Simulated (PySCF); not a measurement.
# Excitation energy of Bi by level of theory

Bi [Xe] 4f14 5d10 6s2 6p3 (4S) → Bi [Xe] 4f14 5d10 6s2 6p2 6d1 (high-spin determinant), as a difference of total energies. All numbers are calculated (PySCF 2.14, the spin-free X2C one-electron Hamiltonian (Gaussian nucleus), in aug-cc-pwCVTZ-DK3 (11s10p8d5f1g, 125 functions)). Correlated levels: valence: [Xe] 4f14 5d10 frozen; valence and next inner shell: [Kr] 4d10 4f14 frozen. The calculations carry no spin-orbit coupling.

```csv
method,excitation energy (cm⁻¹)
UHF,57632
LDA,55296
PBE,53870
PBE0,55670
r2SCAN,57252
MP2 (valence),58188
SCS-MP2 (valence),58025
MP2 (valence and next inner shell),59134
SCS-MP2 (valence and next inner shell),58510
```

Spin-orbit coupling is strong in these open shells (close to jj coupling). The scalar numbers leave it out and a first-order estimate fails, so it can dominate the gap to the real levels.

The promoted electron is Rydberg-like, and one or two diffuse shells describe it only roughly, which tends to raise the upper state.

The determinant of the upper state mixes LS terms, which raises its energy above the lowest term, most at the Hartree-Fock and MP2 levels.
